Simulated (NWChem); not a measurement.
SiH₂SeOF₂; SMILES O[Si](F)(F)[SeH]

```xyz
7

O      1.1395    -1.5364     0.9495
Si    -0.0053    -0.8507     0.0082
F     -1.4874    -1.2898     0.4497
F      0.2529    -1.4494    -1.4555
Se    -0.0399     1.3968     0.0435
H      1.2309    -1.2086     1.8492
H      1.3858     1.4641    -0.3149
```
Atoms are numbered in this order, from 1.

Level: PBE0/def2-SVP (NWChem), optimised geometry, unscaled harmonic frequencies. This build's default masses of Se (78.918 u) and Br (79.917 u) are each other's, which moves their modes by up to 0.6 %.

| frequency (cm⁻¹) | IR intensity (km/mol) |
|---|---|
| 146 | 2.7 |
| 168 | 29.9 |
| 172 | 20.3 |
| 259 | 4.6 |
| 279 | 78.7 |
| 310 | 16.9 |
| 335 | 30.1 |
| 481 | 114.9 |
| 670 | 5.3 |
| 780 | 223.9 |
| 845 | 213.8 |
| 990 | 162.9 |
| 1005 | 135.3 |
| 2457 | 3.3 |
| 3939 | 142.5 |

The zero-point energy is 18.3 kcal/mol and the thermal correction to the enthalpy at 298.15 K (with zero-point energy) is 23.3 kcal/mol. The heat capacity Cv is 22.5 cal/(mol K) and the entropy at 298.15 K and 1 atm (symmetry number 1) comes out as 84.3 cal/(mol K). The dipole moment is 2.74 D.

Rigid rotor and harmonic oscillator.
